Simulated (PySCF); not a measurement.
Correlation energy of Cl²⁺ (chlorine, charge +2)

[Ne] 3s2 3p3, high-spin 4S determinant. Calculation: PySCF 2.14, in aug-cc-pwCVTZ (8s7p5d3f, 75 functions); the non-relativistic Hamiltonian (point nucleus). Frozen: 1s2; 13 electrons correlated.

MP2 pair energies summed by pair of shells (mhartree):

```tsv
pair	energy	share (%)
2p-2p	-167.75	45.1
3s-3p	-66.01	17.8
2s-2p	-40.89	11.0
2p-3p	-27.23	7.3
3p-3p	-22.67	6.1
2p-3s	-20.87	5.6
3s-3s	-10.57	2.8
2s-2s	-8.16	2.2
2s-3p	-4.29	1.2
2s-3s	-3.15	0.8
```

Total MP2 correlation energy: -371.60 mhartree.

Same-spin part -106.57 and opposite-spin part -265.03 mhartree; SCS-MP2 scales them by 1/3 and 6/5 to -353.55 mhartree.
